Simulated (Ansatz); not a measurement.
Species: Si$_{2}$H$_{3}$, net charge 1, singlet state. 
Coordinates optimised at B3LYP-D3(BJ)/def2-TZVP (Ansatz, an electronic-structure program):
```xyz
5

Si     1.3569    -0.0015    -0.0415
Si    -1.0518     0.0011     0.0322
H     -1.4316     1.4029    -0.2563
H     -1.3828    -0.4394     1.4065
H     -1.4576    -0.9589    -1.0196
```
Charge +1, spin multiplicity 1.

Basis-set convergence of Hartree-Fock and MP2 correlation energies (hartree) with Ansatz. Cores are frozen in the correlated levels unless marked. No spin-orbit coupling. No relativistic terms.

The Hartree-Fock reference is unstable (checked in the largest basis), which strains HF and MP2. 

```
basis            functions       E(HF)  E(corr, MP2)
---------------  ---------  ----------  ------------
aug-cc-pV(D+d)Z         91  -579.27183      -0.15994
aug-cc-pV(T+d)Z        179  (withheld)    (withheld)
```

Task: Some entries are withheld; supply them.

Result: 
- aug-cc-pV(T+d)Z, E(HF): -579.29004
- aug-cc-pV(T+d)Z, E(corr, MP2): -0.19271
